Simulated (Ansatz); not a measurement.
Ansatz (an electronic-structure program) input (CCSD(T)/aug-cc-pVDZ):

Ansatz 0.2 input:
```yaml
crystal:
  periodic: [false, false, false]
  atoms:
    - {symbol: Ge, position_ang: [0.00559129, -0.00748986, 0.80649984]}
    - {symbol: Br, position_ang: [1.12296213, -1.68990118, -0.39221431]}
    - {symbol: Br, position_ang: [-1.12807417, 1.69674905, -0.34515697]}
basis:
  gaussian:
    orbitals: aug-cc-pVDZ
magnetization: {spin_polarized: true, initial_magnetization: 2}
correlation: {method: ccsd_t, electrons: outside_noble_gas}
```

End of the output:

```
integrals: 0.30 GiB planned
1196 factors; integrals over basis functions are off by at most 5.0e-4 eV
mean field: 0.90 GiB planned
mean field evaluation 1: about -196468.8728 eV, gradient 9.0e0 eV
mean field evaluation 2: about -196468.8732 eV, gradient 9.0e0 eV
mean field evaluation 4: about -196469.9470 eV, gradient 2.0e0 eV
mean field evaluation 8: about -196470.0614 eV, gradient 3.7e-3 eV
mean field evaluation 16: about -196470.0539 eV, gradient 3.5e-1 eV
mean field evaluation 32: about -196467.2479 eV, gradient 2.3e-2 eV
mean field evaluation 64: about -196467.7166 eV, gradient 2.6e-3 eV
mean field -196470.06138203 eV, -7220.1415835990 hartree, gradient 2.2e-6 eV, S^2 2.017931; 2 other end points of the search recorded, 0 dependent functions left out
determinant -196470.06138203 eV, -7220.1415835990 hartree, with singles and doubles -196478.93397367 eV, -7220.4676453276 hartree
determinant -196467.71715604 eV, -7220.0554348828 hartree, with singles and doubles -196476.88850388 eV, -7220.3924756992 hartree
determinant -196467.24797464 eV, -7220.0381927843 hartree, with singles and doubles -196476.57726721 eV, -7220.3810379625 hartree
42 core orbitals not correlated
reference -196470.06138203 eV, -7220.1415835990 hartree; 10, 8 occupied and 56, 58 virtual orbitals, 1196 factors
second order -8.09266137 eV of doubles, -0.00000000 eV of singles
coupled cluster: 0.43 GiB planned
cycle   1  -8.88050579 eV  change   -1.9e-1 eV  update   1.9e-2
cycle   2  -8.89425917 eV  change   -1.4e-2 eV  update   5.7e-3
cycle   3  -8.89619518 eV  change   -1.9e-3 eV  update   2.5e-3
cycle   4  -8.89729086 eV  change   -1.1e-3 eV  update   1.2e-3
cycle   5  -8.89755096 eV  change   -2.6e-4 eV  update   6.4e-4
cycle   6  -8.89782216 eV  change   -2.7e-4 eV  update   3.4e-4
cycle   7  -8.89784705 eV  change   -2.5e-5 eV  update   1.3e-4
cycle   8  -8.89784405 eV  change    3.0e-6 eV  update   5.1e-5
cycle   9  -8.89783636 eV  change    7.7e-6 eV  update   1.9e-5
perturbative correction -0.30108804 eV, -0.0110647812 hartree
Total energy: -196479.26030643 eV, -7220.4796378354 hartree
```

This is an excited triplet: at this geometry the singlet lies 2.15 eV lower at RI-MP2/CBS(aug-cc-pVTZ,aug-cc-pVQZ)+[CCSD(T)-MP2]/aug-cc-pVTZ.
